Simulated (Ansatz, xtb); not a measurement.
# Relaxing a trial structure of FH4OSi2

The starting geometry of this gas-phase doublet has its atoms placed at random.

```tsv
atom	x (Å)	y (Å)	z (Å)
F	1.6251	1.2608	-0.2361
O	1.9786	-0.7719	-0.6077
Si	-0.6400	1.0804	1.8379
Si	0.6452	0.2599	-0.9187
H	1.0963	-0.7551	-1.9469
H	-0.6175	-0.3930	1.6677
H	1.3349	0.2889	0.1002
H	-0.3603	-0.4774	-2.0051
```

Problem. Guess where an optimisation with r2SCAN-D4/def2-SVP ends from this start.

Solution. It loosens into FH2OSi2 + H2, which stay close as a complex. Contacts that open: F1–H7 (1.07 → 2.60 Å), Si4–H5 (1.51 → 3.36 Å), Si4–H7 (1.23 → 2.26 Å), Si4–H8 (1.65 → 3.07 Å). Contacts that close: O2–H7 (1.43 → 0.97 Å), Si3–Si4 (3.15 → 2.26 Å), H5–H8 (1.48 → 0.76 Å).

The energy falls by 12.26 eV over 34 steps:

```json
{"step": "1", "E − E(last) (eV)": "12.260"}
{"step": "5", "E − E(last) (eV)": "4.482"}
{"step": "8", "E − E(last) (eV)": "1.670"}
{"step": "12", "E − E(last) (eV)": "0.109"}
{"step": "16", "E − E(last) (eV)": "0.007"}
{"step": "19", "E − E(last) (eV)": "0.004"}
{"step": "23", "E − E(last) (eV)": "0.003"}
{"step": "27", "E − E(last) (eV)": "0.001"}
{"step": "30", "E − E(last) (eV)": "0.000"}
{"step": "34", "E − E(last) (eV)": "0.000"}
```

Final geometry (Å):

```xyz
8

F     1.1077    1.6060   -0.8736
O     1.8140   -0.5776    0.3289
Si   -1.1890    0.8076    1.6181
Si    0.6516    0.5889    0.3190
H     0.2976   -0.8395   -2.6991
H    -0.5785   -0.4859    2.1934
H     2.5195   -0.5121   -0.3314
H     0.4392   -0.0947   -2.6639
```

From the same start GFN2-xTB ends elsewhere, differing in Si4–H5 (1.48 against 3.36 Å here), Si4–H8 (1.45 against 3.07 Å here), H5–H8 (2.32 against 0.76 Å here).

From so rough a start the end depends on the optimiser's path, so another program may land elsewhere. The end wasn't checked by frequencies. Open shells are spin-unrestricted. Run with Ansatz 0.2.0, 3.2 min on 1 thread of Intel(R) Xeon(R) 6975P-C (Granite Rapids) (shared host).
